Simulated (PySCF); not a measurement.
Isomers C7H10OSi:

A. `C#C[C@@H]1C[Si@@H]1/C=C\OC`
B. SMILES Cc1ccc(O[SiH3])cc1
C. `C#C[C@@H]1C[Si@H]1/C=C/OC`

Spectrum 1. $^{1}$H NMR (500 MHz, computed): δ 6.89 (d, 1H), 4.31 (m, 1H), 3.68 (m, 1H), 3.62 (s, 3H), 1.73 (d, 1H), 1.35 (m, 1H), 0.80 (m, 1H), 0.60 (m, 1H). $^{13}$C{$^{1}$H} NMR (computed): δ 171.3 (CH), 91.9 (CH), 90.7 (C), 69.6 (CH), 58.5 (CH3), 6.2 (CH2), -2.4 (CH).

Spectrum 2. $^{1}$H NMR (500 MHz, computed): δ 6.68 (d, 1H), 4.27 (m, 1H), 3.56 (m, 1H), 3.48 (s, 3H), 1.69 (d, 1H), 1.14 (m, 1H), 1.05 (m, 1H), 0.63 (m, 1H). $^{13}$C{$^{1}$H} NMR (computed): δ 167.7 (CH), 90.2 (C), 84.1 (CH), 69.5 (CH), 53.6 (CH3), 2.1 (CH), 1.8 (CH2).

Spectrum 3. $^{1}$H NMR (500 MHz, computed): δ 7.20 (d, 2H), 6.85 (d, 2H), 5.03 (s, 3H), 2.31 (s, 3H). $^{13}$C{$^{1}$H} NMR (computed): δ 160.3 (C), 135.7 (CH), 134.6 (C), 121.3 (CH), 22.3 (CH3).

PySCF 2.14 calculation with shielding tensors at PBE0/pcSseg-1 (GIAO) and coordinates at the PBE0-D3(BJ)/def2-SVP level; single conformer, one averaged value for each set of equivalent atoms, gas phase, relativity neglected.

δ = σ(ref) − σ, references computed at the same level: $^{1}$H (σref 31.27) and $^{13}$C (σref 184.41) against TMS. Where no couplings were computed, multiplicities follow the n + 1 count of equivalent neighbours, and m marks all less simple cases (inequivalent or close neighbours, rings, F or P nearby). Shifts are as computed. Against solution values, carbons near 30 ppm lie about +2 ppm off and those near 130 ppm about +5 ppm. Of 1211 compounds with measured shifts, 218 miss one by over three times the rms of a fit or turn the order of signals round; such compounds aren't used in these exercises.

**Question.** Match each spectrum to its structure.

**Answer.** 1–A, 2–C, 3–B.

- Spectrum 1 (A): 7 $^{13}$C signals; δC 171.3 is an alkene carbon bearing oxygen; δC 91.9 is a β carbon of an enol-ether or enamine type C=C.
- Spectrum 2 (C): 7 $^{13}$C signals; δC 167.7 is an alkene carbon bearing oxygen; δC 90.2 is an alkyne carbon.
- Spectrum 3 (B): 5 $^{13}$C signals; δC 160.3 is an aromatic carbon bearing oxygen; δC 135.7 is an aromatic CH.
